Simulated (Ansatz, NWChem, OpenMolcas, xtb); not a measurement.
# Loss of F2: AlClF2 → AlCl + F2

Species: AlClF2 `[F][Al]([F])[Cl]`, singlet; AlCl (aluminium monochloride), singlet; F2, singlet. 

Shapes, held fixed at every level: PBE0-D4/def2-TZVP; AlCl at the measured bond length. Programs: Ansatz 0.2.0, NWChem 7.3.0, OpenMolcas 26.06, xtb 6.7.1. A level may come from different programs for different species; with the same settings they agree closely. Electronic energies: no zero-point or thermal term.

```tsv
level	kind	ΔE (kJ/mol)
GFN0-xTB	semi-empirical	+704.5
HF/STO-3G	Hartree–Fock	+568.8
HF/3-21G	Hartree–Fock	+833.3
HF/def2-SVP	Hartree–Fock	+978.1
PBE0/def2-SVP	global hybrid	+911.0
B3LYP/6-31G* (Cartesian functions)	global hybrid	+896.6
```

B3LYP/6-31G* (Cartesian functions) gives ΔE = +896.6 kJ/mol; the levels span +568.8 to +978.1. GFN0-xTB strays far from the other rows. The median of the levels is +865.0. No measured value is set beside it here. Rows in sets without polarisation functions are far from converged.
